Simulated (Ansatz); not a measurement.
Single points on In(H2O)F3 (InOF3H2).

```yaml
crystal:
  periodic: [false, false, false]
  atoms:
    - {symbol: In, position_ang: [0.198456, -0.065891, -0.969696]}
    - {symbol: O, position_ang: [0.198785, 0.045475, 1.302913]}
    - {symbol: H, position_ang: [-0.420195, -0.666238, 1.533082]}
    - {symbol: H, position_ang: [-0.281919, 0.875231, 1.455699]}
    - {symbol: F, position_ang: [1.949741, -0.275227, -1.776070]}
    - {symbol: F, position_ang: [-0.661578, 1.690661, -0.852394]}
    - {symbol: F, position_ang: [-0.983280, -1.604011, -0.693524]}
basis:
  gaussian: {orbitals: def2-TZVP, initial_orbitals: start.molden}
hamiltonian: {xc: pbe, dispersion: d4}
scf: {omitted_lower_state_checks: [starts]}
output: {orbitals: {seedname: orbitals}}
```

The file start.molden holds the orbitals of an earlier run on this structure, at another level or in another basis.

```sh
$ ansatz run in.yaml --threads 4 --pin off --events-out ev --progress --plain --max-ram 3916MiB
```

It prints (some lines left out):

```
Functional definition: PBE
1095 factors; their error is unknown
mean field evaluation 1: about -15401.8938 eV, gradient 1.1e1 eV
mean field evaluation 2: about -15402.0803 eV, gradient 1.9e-1 eV
mean field evaluation 4: about -15402.0682 eV, gradient 3.8e-4 eV
mean field -15402.06820862 eV, -566.0155667699 hartree, gradient 1.2e-5 eV, S^2 0.000000; 0 other end points of the search recorded, 0 dependent functions left out
reference -15402.06828502 eV, -566.0155695777 hartree; 29, 29 occupied and 157, 157 virtual orbitals, 1095 factors
Total energy: -15402.17597510 eV, -566.0195271152 hartree
Checks for a lower state left out: starts
```

It took 1.4 s on 4 threads of Arm Neoverse V2 on a shared host.

As the first input, with `hamiltonian: {xc: {name: CAM-B3LYP}, dispersion: d4}` (abridged; 2.2 s):

```
Functional definition: CAM-B3LYP
mean field -15408.95572496 eV, -566.2686783269 hartree, gradient 2.5e-5 eV, S^2 0.000000
Total energy: -15409.04916310 eV, -566.2721121151 hartree
Checks for a lower state left out: starts
```

As the first input, with `gaussian: {orbitals: def2-TZVPD, initial_orbitals: start.molden}`, `hamiltonian: {xc: pbe0, dispersion: d4}` (abridged; 3 s):

```
Functional definition: PBE0
mean field -15401.92865416 eV, -566.0104382382 hartree, gradient 8.8e-6 eV, S^2 0.000000
Total energy: -15402.01989106 eV, -566.0137911324 hartree
Checks for a lower state left out: starts
```

As the first input, with `gaussian: {orbitals: def2-SVP, initial_orbitals: start.molden}`, `hamiltonian: {xc: pbe0, dispersion: d4}` (abridged; 0.95 s):

```
Functional definition: PBE0
mean field -15388.49066628 eV, -565.5166012924 hartree, gradient 3.2e-5 eV, S^2 0.000000
Total energy: -15388.58189691 eV, -565.5199539560 hartree
Checks for a lower state left out: starts
```

As the first input, with `hamiltonian: {xc: r2scan, dispersion: d4}` (abridged; 2.7 s):

```
Functional definition: r2SCAN
mean field -15409.55609298 eV, -566.2907414447 hartree, gradient 2.4e-5 eV, S^2 0.000000
Total energy: -15409.58175001 eV, -566.2916843233 hartree
Checks for a lower state left out: starts
```

The first input with `hamiltonian: {xc: pbe0, dispersion: d4}`, `output: {forces: true, orbitals: {seedname: orbitals}}` (abridged; 2.8 s):

```
Functional definition: PBE0
mean field -15401.80231476 eV, -566.0057953507 hartree, gradient 2.1e-5 eV, S^2 0.000000
Total energy: -15401.89355776 eV, -566.0091484694 hartree
Atom 0 force     0.049601     0.002479     0.072891 eV/Å
Atom 1 force    -0.270681     0.022447    -0.047106 eV/Å
Atom 2 force     0.143236     0.067926    -0.006927 eV/Å
Atom 3 force     0.134920    -0.094923    -0.000823 eV/Å
Atom 4 force    -0.334060     0.038243     0.134046 eV/Å
Atom 5 force     0.117849    -0.218503    -0.066567 eV/Å
Atom 6 force     0.159134     0.182331    -0.085512 eV/Å
Dipole moment:    -0.212110     0.051365     0.696243 e Å
Checks for a lower state left out: starts
```

First input, but with `hamiltonian: {xc: {name: BHLYP}, dispersion: d4}` (abridged; 2 s):

```
Functional definition: BHLYP
mean field -15405.60017832 eV, -566.1453642624 hartree, gradient 1.6e-5 eV, S^2 0.000000
Total energy: -15405.74383970 eV, -566.1506437209 hartree
Checks for a lower state left out: starts
```

Geometry: PBE0-D4/def2-SVP.

In the def2 sets In takes a core potential; there is no spin–orbit coupling.
